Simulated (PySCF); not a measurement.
Species: C5H8NO (doublet state).
Atom-mapped SMILES: `[NH2:1][C@H:2]1[CH:3][CH2:4][C:5](=[O:6])[CH2:7]1` (hydrogens: H8, H9 on N1; H10 on C2; H11 on C3; H12, H13 on C4; H14, H15 on C7)

Cartesian coordinates in Å at the GFN2-xTB level; atoms count from 1:
```xyz
15
C5H8NO angstrom
N     -2.0452   -0.0157    0.2849
C     -0.7740    0.0485   -0.4367
C      0.0646    1.1943   -0.0109
C      1.4404    0.8023    0.3391
C      1.4877   -0.6985    0.1317
O      2.4740   -1.3831    0.1762
C      0.0830   -1.1896   -0.1338
H     -2.6709   -0.6814   -0.1562
H     -2.5005    0.8901    0.2863
H     -0.9542    0.1143   -1.5337
H     -0.3068    2.1986    0.0532
H      2.2092    1.2968   -0.2682
H      1.7008    1.0293    1.3819
H     -0.2845   -1.6549    0.7841
H      0.0721   -1.9430   -0.9200
```

The hyperfine couplings belong to this conformer and change with its torsions.

The calculation used UKS B3LYP, pcH-1 on C H N O, non-relativistic, mean-field spin-orbit, GIAO in PySCF. Geometry: GFN2-xTB, one conformer, isolated molecule. The geometry wasn't refined by DFT: couplings that depend on bond lengths, twists or pyramidal angles can differ widely from those at the functional's own minimum. The SCF solution wasn't tested for stability.

Principal values of hyperfine tensors in MHz (contact and dipolar terms together), for some of the nuclei:

| atom | isotope | A1 | A2 | A3 |
| --- | --- | --- | --- | --- |
| H13 | 1H | 127.32 | 129.00 | 141.30 |
| H12 | 1H | 117.42 | 118.72 | 131.49 |
| H10 | 1H | 115.56 | 118.47 | 130.78 |
| C3 | 13C | 7.42 | 7.57 | 249.89 |
| H11 | 1H | -101.34 | -63.26 | -23.99 |
| C4 | 13C | -38.35 | -34.90 | -33.91 |
| C2 | 13C | -34.30 | -33.55 | -30.46 |
| N1 | 14N | 15.26 | 15.44 | 19.36 |

Split each tensor into its isotropic and traceless parts, and turn a_iso into mT with g = 2.0025.

a_iso is a third of the trace, T = A − a_iso, and a(mT) = a(MHz)/(g × 13.996).

```tsv
atom	a_iso (MHz)	a_iso (mT)	T1	T2	T3
H13	132.54	4.729	-5.22	-3.54	8.76
H12	122.54	4.372	-5.13	-3.82	8.95
H10	121.60	4.339	-6.05	-3.13	9.18
C3	88.29	3.150	-80.88	-80.72	161.60
H11	-62.86	-2.243	-38.48	-0.40	38.87
C4	-35.72	-1.274	-2.63	0.82	1.81
C2	-32.77	-1.169	-1.53	-0.78	2.31
N1	16.69	0.595	-1.43	-1.25	2.67
```

What spin density at the nucleus of N1 lies behind its contact coupling (g_N = 0.40376)?

a_FC = 800.24 MHz bohr³ × g_N × ρ(0)/(2S). With a_FC = 16.69 MHz and 2S = 1, ρ(0) = 0.05165 bohr⁻³.

C7 (13C, g_N = 1.40482) isn't in the table. Its spin density at the nucleus is 0.005875 bohr⁻³. What is its contact coupling?

By the same relation, a_FC = 6.60 MHz. Its full tensor has the principal values 5.36, 5.84, 8.61 MHz.

Which nucleus of the table has the largest anisotropic coupling, and what is its form?

C3: -80.9, -80.7, 161.6 MHz, axial, in the ratio −1:−1:+2, the form that spin in one p orbital centred on that nucleus gives.

What first-order splitting does H13 cause when the field lies along A1, A2 or A3 of its tensor (g taken as isotropic, no quadrupole term)?

2 lines (I = 1/2), spaced by |A_i|/(g × 13.996): 4.54, 4.60, 5.04 mT along the axes of A1, A2 and A3.
